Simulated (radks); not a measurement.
The numbers below are computed, except where a source is named.
Q: Isoelectronic series with 16 electrons, each ion in its NIST ground configuration. Level of theory: scalar-relativistic Kohn-Sham, BLYP, spin-polarised, spherical densities, finite nucleus; open shells are filled with parallel spins first; Fermi nuclear charge, rms radius of each element as measured or else 0.836 A^(1/3) + 0.57 fm (a radial shooting solver on a logarithmic mesh with Libxc functionals). Total energies (hartree) and mean radii <r> (bohr):

ion   configuration  E (hartree)  3p down   3p up  3s down
S      [Ne] 3s2 3p4   -399.25952    2.137   2.045    1.702
Ar2+   [Ne] 3s2 3p4   -527.84701    1.483   1.459    1.334
K3+    [Ne] 3s2 3p4   -599.31414    1.304   1.288    1.205
Ca4+   [Ne] 3s2 3p4   -675.56469    1.167   1.156    1.100
Sc5+   [Ne] 3s2 3p4   -756.60477    1.059   1.050    1.012
Ti6+   [Ne] 3s2 3p4   -842.44285   0.9698  0.9634   0.9372
V7+    [Ne] 3s2 3p4   -933.08920   0.8955  0.8904   0.8732
Cr8+   [Ne] 3s2 3p4  -1028.55534   0.8322  0.8280   0.8176
Mn9+   [Ne] 3s2 3p4  -1128.85414   0.7776  0.7741   0.7687

Estimate the row of Cl+ ([Ne] 3s2 3p4).

A: E (hartree) -461.16085; 3p down 1.734; 3p up 1.693; 3s down 1.495.
